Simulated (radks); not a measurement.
Problem. These are the eigenvalues of the occupied orbitals of an atom or ion with whole-number occupations (eV). Calculated with a radial shooting solver on a logarithmic mesh with Libxc functionals: Dirac Kohn-Sham, exchange-only PBE, spin-unpolarised, spherical densities, finite nucleus; Fermi nuclear charge, rms radius of each element as measured or else 0.836 A^(1/3) + 0.57 fm.

orbital  eigenvalue
1s1/2     -95375.65
2s1/2     -22588.08
2p1/2     -22118.09
2p3/2     -19823.75

Which element is it, and in what charge state? The configuration may be excited. Open shells, if any, fill j = l - 1/2 first.

Solution. Z = 82, lead, charge +73: Pb73+ in [He] 2s2 2p5. The list shows which subshells hold electrons but not how many an open one holds; the 1s level, -3505 hartree, gives Z - s = 83.7 by -(Z - s)^2/2, which with screening and relativity narrows Z to a few neighbours, and the depths of the outer levels then fix element, charge and occupations together.
